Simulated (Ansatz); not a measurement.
The cluster Al4Ga4. The state is a singlet with charge 0. Geometry PBE0-D4/def2-SVP.

```xyz
8

Al   -0.530   -0.457    0.120
Al    1.829   -0.157    1.456
Al   -0.252    0.019    2.985
Al    1.742   -1.628   -0.625
Ga   -1.572    0.150   -2.463
Ga   -0.184   -1.868   -2.129
Ga   -1.094    1.913   -0.790
Ga    0.061    2.028    1.447
```

The restricted singlet is unstable towards broken spin symmetry at other levels; at PBE-D4/def2-TZVP, revPBE-D4/def2-TZVP, r2SCAN-D4/def2-TZVP, PBE0-D4/def2-TZVP this wasn't settled. The geometry of the singlet was relaxed on an unsound state (restricted singlet, unstable towards broken spin symmetry at other levels and untested here). Another isomer (singlet) lies 1.05 eV lower at PBE0-D4/def2-TZVP; other spin states weren't run for this one.

Problem. Estimate the orbital energies around the gap (eV) in Ansatz with PBE-D4/def2-TZVP, revPBE-D4/def2-TZVP, r2SCAN-D4/def2-TZVP, PBE0-D4/def2-TZVP.

Solution. 
```csv
orbital,PBE-D4/def2-TZVP,revPBE-D4/def2-TZVP,r2SCAN-D4/def2-TZVP,PBE0-D4/def2-TZVP
HOMO−5,-6.69,-6.62,-6.90,-7.49
HOMO−4,-5.80,-5.72,-5.93,-6.36
HOMO−3,-5.24,-5.18,-5.46,-5.86
HOMO−2,-4.91,-4.86,-5.12,-5.53
HOMO−1,-4.73,-4.67,-4.92,-5.32
HOMO,-4.66,-4.61,-4.84,-5.24
LUMO,-3.74,-3.67,-3.78,-3.23
LUMO+1,-3.51,-3.44,-3.55,-2.99
LUMO+2,-3.17,-3.10,-3.19,-2.62
LUMO+3,-3.11,-3.04,-3.12,-2.55
LUMO+4,-2.76,-2.70,-2.76,-2.24
LUMO+5,-2.48,-2.42,-2.49,-1.95
```
